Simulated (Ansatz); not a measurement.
`[OH][Ga]([Br])[Br]` + `CNC` → `C[N](C)[Ga]([Br])[Br]` + H₂O at 600 K and 1 bar (ligand exchange at a Ga–O bond).

Gas-phase electronic energies from Ansatz, PBE0-D4/def2-TZVP geometries. CBS: MP2 limit from def2 TZ/QZ plus the TZ coupled-cluster correction, frozen cores. This one scheme is used for every species. For Br, Ga outer-core shells are correlated without core-valence functions, which leaves a few kJ/mol of doubt a bond. Scalar relativity is left out up to krypton. Each species was taken in one conformer, which may not be the lowest.

```csv
species,CCSD(T)/CBS energy (Eh),H − E (kJ/mol),S (J/(mol·K))
`[OH][Ga]([Br])[Br]`,-7146.50037,86.9,420.7
`CNC`,-135.00321,284.6,333.5
`C[N](C)[Ga]([Br])[Br]`,-7205.12527,295.0,525.5
H₂O,-76.37941,76.8,212.8
```

H − E and S are ideal-gas, rigid-rotor, harmonic terms from PBE0-D4/def2-TZVP, for one conformer and one mirror image of each species. 1 Eh = 2625.50 kJ/mol, R = 8.31446 J/(mol·K).

Task: By hand: ΔE, ΔH, ΔS and ΔG.

Result: ΔE = (-7205.12527) + (-76.37941) − (-7146.50037) − (-135.00321) = -0.00110 Eh = -2.9 kJ/mol. Δ(H − E) = 295.0 + 76.8 − 86.9 − 284.6 = 0.3, so ΔH = -2.6 kJ/mol. ΔS = 525.5 + 212.8 − 420.7 − 333.5 = -15.9 J/(mol·K). ΔG = -2.6 − 600 × (-15.9)/1000 = 6.9 kJ/mol.

Task: By hand: the equilibrium constant, and the temperature at which ΔG would vanish if ΔH and ΔS stayed fixed.

Result: log₁₀ K = −ΔG/(RT ln 10) = -0.6. ΔG = 0 at ΔH/ΔS = 164 K, though so small a ΔH makes that figure unsure.

TΔS isn't small against ΔH here. A doubt of 5 kJ/mol in ΔE shifts log₁₀ K by 0.4 here. Other conformers and mirror images would add mixing entropy, several J/(mol·K) or more a flexible species. These are equilibria of isolated gas molecules and say nothing of rates. Largest T1 diagnostic: 0.011 (customary marks: 0.02 for closed shells, 0.045 for open ones).
